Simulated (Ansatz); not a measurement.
cis-[IrF2(NH3)4]+ (IrN₄F₂H₁₂⁺) was relaxed with PBE0-D4 (def2-SVP) in Ansatz in these states: charge +1 singlet, charge +1 triplet, neutral doublet. The geometries follow in no particular order.

In the def2 sets Ir takes a core potential; there is no spin–orbit coupling.

A:

```xyz
19

Ir   -0.335    0.191    0.083
F    -0.686    1.956    0.918
N    -0.002   -1.656   -0.791
H    -0.929   -2.058   -1.006
H     0.510   -2.309   -0.168
H     0.547   -1.591   -1.670
F    -2.240   -0.285   -0.191
N     1.644    0.719    0.384
H     1.643    1.650    0.829
H     2.185    0.770   -0.501
H     2.148    0.053    1.001
N    -0.553   -0.595    1.978
H    -1.471   -1.058    1.993
H    -0.594    0.207    2.619
H     0.170   -1.254    2.297
N    -0.462    1.174   -1.726
H     0.285    0.994   -2.410
H    -0.492    2.178   -1.506
H    -1.370    0.913   -2.132
```

B:

```xyz
19

Ir   -0.2700    0.4016   -0.5185
F     1.1875    1.2302   -1.5398
N    -0.9486   -1.0589    1.3280
H    -1.9552   -0.9599    1.1775
H    -0.7463   -0.7648    2.2834
H    -0.7220   -2.0518    1.2743
F    -2.2308    0.3214   -0.4637
N     1.8694   -0.3105    0.4403
H     2.4576    0.2126   -0.2125
H     2.1308   -1.2941    0.3752
H     2.1067   -0.0073    1.3847
N    -0.3698    2.1352    0.6278
H    -1.3438    2.4553    0.6464
H     0.1863    2.8617    0.1646
H    -0.0513    2.0853    1.5971
N    -0.3084   -1.1267   -1.9301
H     0.0266   -2.0485   -1.6446
H     0.2555   -0.8371   -2.7360
H    -1.2743   -1.2438   -2.2539
```

C:

```csv
atom,x (Å),y (Å),z (Å)
Ir1,0.2505,0.0368,-0.1107
F2,1.5672,-1.2554,-0.7850
N3,-1.0567,1.5277,0.5712
H4,-0.4992,2.3715,0.3720
H5,-1.2789,1.5380,1.5684
H6,-1.9485,1.6300,0.0834
F7,1.2764,1.6724,-0.4711
N8,-0.7268,-1.7893,0.2166
H9,-0.0197,-2.4476,-0.1427
H10,-1.5915,-1.9590,-0.3005
H11,-0.9222,-2.0510,1.1846
N12,1.3627,-0.0419,1.6394
H13,1.8945,0.8366,1.6468
H14,2.0531,-0.7834,1.4716
H15,0.9616,-0.1815,2.5682
N16,-0.3232,0.1943,-2.0986
H17,-1.2895,0.1331,-2.4233
H18,0.2260,-0.5255,-2.5833
H19,0.0642,1.0941,-2.4070
```

Q: Judge from the bond lengths which geometry belongs to which state (an estimate).

A: A is the neutral doublet (Ir1–N8 2.071 Å, Ir1–N3 2.071 Å, Ir1–F7 1.983 Å); B is the charge +1 triplet (Ir1–N8 2.450 Å, Ir1–N3 2.450 Å, Ir1–F7 1.963 Å); C is the charge +1 singlet (Ir1–N8 2.097 Å, Ir1–N3 2.097 Å, Ir1–F7 1.964 Å).

The name describes the singlet; other states may take another shape.
